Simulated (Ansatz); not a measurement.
AlB$_{2}$H$_{5}$Zn at its PBE0-D4/def2-TZVP geometry, where that method's forces vanish. Charge 0, multiplicity 1. The bonds changed during the relaxation, so this is another structure than the one it started from.

```csv
atom,x (Å),y (Å),z (Å)
B1,0.9888,-1.0208,-1.4736
B2,1.9725,0.0819,-1.0933
Zn3,-0.0355,0.1447,0.1395
Al4,-1.8505,0.7751,1.7700
H5,0.9591,-2.0631,-0.8620
H6,0.1274,-0.8230,-2.2978
H7,2.7641,0.9234,-0.8300
H8,-1.5436,1.5929,3.1073
H9,-3.3822,0.3891,1.5398
```

**Question.** For each bond, give half the difference of the two atoms' forces along it (eV/Å; positive pushes the atoms apart) under PBE-D4, r2SCAN-D4, B3LYP-D4, ωB97M-V in def2-TZVPP. (Estimate.)

**Answer.** Ansatz gave: 
```json
{"bond": "B1–B2", "length (Å)": "1.526", "PBE-D4": "-0.06", "r2SCAN-D4": "-0.02", "B3LYP-D4": "0.08", "ωB97M-V": "0.05"}
{"bond": "B1–Zn3", "length (Å)": "2.238", "PBE-D4": "-0.04", "r2SCAN-D4": "-0.07", "B3LYP-D4": "0.16", "ωB97M-V": "0.08"}
{"bond": "B1–H5", "length (Å)": "1.209", "PBE-D4": "0.08", "r2SCAN-D4": "-0.01", "B3LYP-D4": "-0.07", "ωB97M-V": "-0.08"}
{"bond": "B1–H6", "length (Å)": "1.209", "PBE-D4": "0.08", "r2SCAN-D4": "-0.01", "B3LYP-D4": "-0.07", "ωB97M-V": "-0.08"}
{"bond": "B2–Zn3", "length (Å)": "2.357", "PBE-D4": "0.02", "r2SCAN-D4": "-0.03", "B3LYP-D4": "0.14", "ωB97M-V": "0.05"}
{"bond": "B2–H7", "length (Å)": "1.185", "PBE-D4": "0.08", "r2SCAN-D4": "-0.02", "B3LYP-D4": "-0.14", "ωB97M-V": "-0.11"}
{"bond": "Zn3–Al4", "length (Å)": "2.520", "PBE-D4": "-0.06", "r2SCAN-D4": "-0.01", "B3LYP-D4": "-0.05", "ωB97M-V": "-0.07"}
{"bond": "Al4–H8", "length (Å)": "1.597", "PBE-D4": "0.08", "r2SCAN-D4": "0.00", "B3LYP-D4": "-0.07", "ωB97M-V": "-0.09"}
{"bond": "Al4–H9", "length (Å)": "1.596", "PBE-D4": "0.09", "r2SCAN-D4": "0.00", "B3LYP-D4": "-0.08", "ωB97M-V": "-0.09"}
```

B3LYP here is the variant with VWN-RPA as its local correlation; programs differ in this.
